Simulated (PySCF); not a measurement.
## Sn²⁺ (tin, charge +2) across methods

[Kr] 4d10 5s1 5p1, high-spin 3P determinant (an excited configuration). Computed with PySCF 2.14 in aug-cc-pVTZ-PP with ECP28MDF (6s5p4d2f, 55 functions), with scalar relativity through the core potential. The B2PLYP total includes its PT2 part (frozen core); its orbital energies are those of the SCF part.

| method | E (hartree) | mean ε 4d β (eV) | mean ε 5s α (eV) | mean ε 5p α (eV) | Σ⟨r²⟩ (bohr²) | ⟨S²⟩ |
| --- | --- | --- | --- | --- | --- | --- |
| B2PLYP | -212.9369 | -49.606 | -30.071 | -21.286 | 34.08 | 2.001 |
| PBE0 | -213.2062 | -46.924 | -28.999 | -20.372 | 33.98 | 2.001 |
| r2SCANh | -213.2670 | -45.834 | -28.628 | -20.043 | 33.84 | 2.002 |
| revPBE | -213.2480 | -44.108 | -27.691 | -19.256 | 34.00 | 2.001 |
| r2SCAN | -213.2748 | -44.798 | -28.166 | -19.646 | 33.83 | 2.002 |
| PBE | -213.1856 | -44.158 | -27.781 | -19.282 | 34.02 | 2.001 |
| LDA | -212.8239 | -44.253 | -28.137 | -19.384 | 34.02 | 2.001 |
| TPSS | -213.1088 | -44.178 | -27.722 | -19.312 | 34.00 | 2.001 |
| UHF | -212.37688 | -54.067 | -31.913 | -23.123 | 34.26 | 2.002 |

Energies and moments cover only the electrons outside the core potential.
